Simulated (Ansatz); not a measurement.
Name a neutral molecule of C, O, Si and H with LUMO energy (PBE0/def2-TZVPP) between -1.20 and -0.90 eV and zero-point energy (PBE0-D4/def2-TZVP) between 136 and 152 kJ/mol (Ansatz, PBE0-D4/def2-TZVP geometry).

`C=C=C1O[SiH2]1` (-1.06 eV, 148.1 kJ/mol); `C=C1O[SiH2]1` (-0.94 eV, 136.0 kJ/mol); `C=C1O[SiH2]O1` (-0.92 eV, 151.9 kJ/mol). Other molecules can fit too; these were computed, each in one conformer that needn't be the lowest.
